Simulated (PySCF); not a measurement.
H4N, SMILES [NH4+], charge +1.

Geometry optimised at r2SCAN-D4/def2-TZVPD. The isomer is the one that the SMILES or the coordinates give; other isomers of the formula were not compared.

Computed with ωB97X/def2-TZVPD run with PySCF.

The molecule is in vacuum.

```json
{
 "total_energy": "-56.90542 hartree",
 "point_group": "Td",
 "highest_occupied_level": "-25.40 eV",
 "lowest_empty_level": "-3.89 eV",
 "orbital_gap": "21.51 eV",
 "dipole_moment_about_the_centre_of_nuclear_charge": "0.00 D",
 "mean_static_polarisability": "9.0 bohr³ (1.34 Å³)",
 "polarisability_principal_values": "9.0, 9.0, 9.0 bohr³"
}
```
